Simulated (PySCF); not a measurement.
Molfile (atoms numbered from 1):
```
C6H9NOSi
     RDKit          3D

 18 17  0  0  0  0  0  0  0  0999 V2000
   -1.0042    1.7154    2.6266 C   0  0  0  0  0  0  0  0  0  0  0  0
   -0.7583    1.0316    1.6755 C   0  0  0  0  0  0  0  0  0  0  0  0
   -0.4921    0.2535    0.4774 C   0  0  2  0  0  0  0  0  0  0  0  0
    0.2678    1.0917   -0.5201 C   0  0  0  0  0  0  0  0  0  0  0  0
    1.4173    0.7318   -1.0719 C   0  0  0  0  0  0  0  0  0  0  0  0
    2.3631   -0.8743   -0.7496 Si  0  0  0  0  0  4  0  0  0  0  0  0
   -1.7476   -0.2168   -0.1013 N   0  0  0  0  0  0  0  0  0  0  0  0
   -1.9286   -1.4951   -0.4706 C   0  0  0  0  0  0  0  0  0  0  0  0
   -1.1181   -2.3797   -0.3552 O   0  0  0  0  0  0  0  0  0  0  0  0
   -1.1993    2.2932    3.4804 H   0  0  0  0  0  0  0  0  0  0  0  0
    0.0809   -0.6446    0.7332 H   0  0  0  0  0  0  0  0  0  0  0  0
   -0.2161    2.0310   -0.7695 H   0  0  0  0  0  0  0  0  0  0  0  0
    1.8557    1.4195   -1.7857 H   0  0  0  0  0  0  0  0  0  0  0  0
    2.7786   -0.9000    0.6577 H   0  0  0  0  0  0  0  0  0  0  0  0
    1.5424   -2.0313   -1.0846 H   0  0  0  0  0  0  0  0  0  0  0  0
    3.5558   -0.8294   -1.6010 H   0  0  0  0  0  0  0  0  0  0  0  0
   -2.4703    0.4687   -0.2529 H   0  0  0  0  0  0  0  0  0  0  0  0
   -2.9356   -1.6588   -0.9001 H   0  0  0  0  0  0  0  0  0  0  0  0
  1  2  3  0
  2  3  1  0
  3  4  1  0
  4  5  2  0
  5  6  1  0
  3  7  1  0
  7  8  1  0
  8  9  2  0
  1 10  1  0
  3 11  1  1
  4 12  1  0
  5 13  1  0
  6 14  1  0
  6 15  1  0
  6 16  1  0
  7 17  1  0
  8 18  1  0
M  END
```

[PySCF 2.14: PBE0/pcSseg-1 with gauge-including orbitals; geometry: GFN2-xTB; single conformer; non-relativistic; isolated molecule; equivalent nuclei averaged]

Chemical shifts δ = σref − σ; TMS for $^{13}$C (186.93 ppm), all at this level.

Q: Do the $^{13}$C shifts follow the atomic charges (in e)? Tabulate both.

A: 
```csv
atoms,hybridisation,δ (ppm),σ para (ppm),Hirshfeld,IAO,Mulliken,ESP-fitted
C8,sp2,159.1,-215,+0.14,+0.31,+0.42,+0.52
C4,sp2,156.1,-225,-0.04,-0.12,-0.04,-0.46
C5,sp2,129.9,-202,-0.13,-0.42,-0.39,-0.22
C2,sp,86.5,-162,-0.04,-0.04,+0.31,-0.36
C1,sp,81.2,-152,-0.11,-0.23,-0.34,-0.28
C3,sp3,42.8,-99,+0.04,-0.03,-0.14,+0.91
```

Correlation coefficients of δ with charge over these carbons: Hirshfeld +0.15, IAO +0.18, Mulliken +0.29, ESP-fitted -0.34; with the paramagnetic shielding -0.98. With so few points, grouped by hybridisation, these coefficients are fragile. Charge is one influence among several: hybridisation and low-lying excitations act through the paramagnetic term.

Shifts are as computed. Against solution values, carbons near 30 ppm lie about +3 ppm off and those near 130 ppm about +5 ppm. Of 1309 compounds with measured shifts, 239 miss one by over three times the rms of a fit or turn the order of signals round; such compounds aren't used in these exercises. Hydrogen bonding in solution deshields acid and N–H amide carbonyl carbons by as much as 10 ppm beyond these values.
